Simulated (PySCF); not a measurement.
Species: C2H3ClNSi (doublet state).
SMILES with atom numbers: `[N:1]#[C:2][SiH2:3][CH:4][Cl:5]` (hydrogens: H6, H7 on Si3; H8 on C4)

Structure used (GFN2-xTB), in Å, numbered top down from 1:
```xyz
8
C2H3ClNSi angstrom
N      2.1768   -0.5334   -1.7824
C      1.4489   -0.4486   -0.9026
Si     0.2880   -0.3318    0.5547
C     -1.1393    0.6351   -0.1347
Cl    -2.4917    1.0185    0.8047
H      0.9991    0.3637    1.6328
H     -0.0710   -1.6979    0.9505
H     -1.2018    1.0038   -1.1475
```

The hyperfine couplings belong to this conformer and change with its torsions.

Computed with PySCF 2.14.0, UKS B3LYP, pcH-1 on C Cl H N Si, non-relativistic, mean-field spin-orbit, GIAO. Isolated species at its GFN2-xTB geometry (one conformer only). A GFN2-xTB geometry isn't a minimum of the functional, and hyperfine couplings can be far from their values at a DFT geometry. No stability test was run, so a lower SCF solution isn't excluded.

Computed for the main isotopes (class means, splittings of 0.05 mT or more): g = 2.0078; H8 1H -57.5 MHz (2.04 mT); H6/H7 1H +53.7 MHz (1.91 mT); Cl5 35Cl +6.6 MHz (0.23 mT); 24 first-order lines, 6.57 mT wide.

Q: What changes when 1H at H8 is replaced by 2H?

A: Only the nuclear moment changes in this model. The ratio of g factors is 0.85744/5.58569 = 0.1535, so a goes from -57.5 to -8.8 MHz (0.314 mT). The spin goes from 1/2 to 1, so the 1:1 doublet becomes a 1:1:1 triplet. The spectrum then has 36 first-order lines over 5.15 mT.

Q: What changes when 35Cl at Cl5 is replaced by 37Cl?

A: Only the nuclear moment changes in this model. The ratio of g factors is 0.45608/0.54792 = 0.8324, so a goes from +6.6 to +5.5 MHz (0.196 mT). Both isotopes have I = 3/2, so the 1:1:1:1 quartet keeps its form. The spectrum then has 24 first-order lines over 6.45 mT.

Q: Where do the 13C satellites of C4 appear, and how strong are they?

A: a = +89.6 MHz, or 3.19 mT in magnitude, and I = 1/2, so to first order each main line has two satellites, at ±1.59 mT. The isotope's abundance is about 1.07 %, shared among 2 lines, so each has 0.54 % of the main line's intensity.

Q: Give position and intensity of the satellites from 29Si at Si3.

A: a = +48.2 MHz, or 1.72 mT in magnitude, and I = 1/2, so to first order each main line has two satellites, at ±0.86 mT. The isotope's abundance is about 4.7 %, shared among 2 lines, so each has 2.5 % of the main line's intensity.

Means are taken over nuclei equivalent by connectivity, which assumes that they swap fast.

Main isotope only: 35Cl (natural samples also hold 24 % 37Cl, magnetic too, which adds its own pattern).

On an Arm Neoverse V1 with one thread, no GPU, on a shared host, this took 24 s (with the writing of density and orbital grids) and 0.59 GiB of memory at its peak.
